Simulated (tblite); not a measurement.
Isomers of [C7H14P]- (charge -1). Calculated harmonic vibrations of the isolated species, GFN2-xTB (tblite), most abundant isotopes, no scaling. This tight-binding method is rough: wavenumbers can miss measured ones by several per cent, in bad cases by 10 to 20. One conformer each.

Electronic energies: GFN2-xTB at the same geometries; isomer energies are rough at this level and their order can be wrong.

| SMILES | electronic energy, lowest = 0 (kJ/mol) |
| --- | --- |
| CC(C)[P-]C1CCC1 | 2.6 |
| C=C[P-]CC(C)(C)C | 0.0 |
| CC(C)C[P-]C1CC1 | 17.4 |

Task: How do GFN2-xTB zero-point energies change the relative energies?

Result: 
```tsv
SMILES	ZPE (kJ/mol)	of it from modes above 1550 cm⁻¹	electronic (kJ/mol)	with ZPE, lowest = 0 (kJ/mol)	lowest mode (cm⁻¹)	rings
C=C[P-]CC(C)(C)C	494.5	259.5	0.0	0.0	49	0
CC(C)[P-]C1CCC1	502.6	247.6	2.6	10.8	44	1
CC(C)C[P-]C1CC1	499.8	249.5	17.4	22.7	30	1
```

The zero-point energies span 8.1 kJ/mol, from `C=C[P-]CC(C)(C)C` to `CC(C)[P-]C1CCC1`. The order is unchanged.

Task: What do entropy and thermal enthalpy add at 298.15 K and 1 bar (rigid rotor, harmonic oscillator, one conformer each)?

Result: 
```json
{"SMILES": "C=C[P-]CC(C)(C)C", "point group": "C1", "symmetry number": "1", "S (J/(mol K))": "420.7", "H − H(0) (kJ/mol)": "31.12", "ZPE + H − H(0) − TS (kJ/mol)": "400.2"}
{"SMILES": "CC(C)[P-]C1CCC1", "point group": "C1", "symmetry number": "1", "S (J/(mol K))": "414.7", "H − H(0) (kJ/mol)": "29.05", "ZPE + H − H(0) − TS (kJ/mol)": "408.0"}
{"SMILES": "CC(C)C[P-]C1CC1", "point group": "C1", "symmetry number": "1", "S (J/(mol K))": "424.7", "H − H(0) (kJ/mol)": "29.81", "ZPE + H − H(0) − TS (kJ/mol)": "403.0"}
```
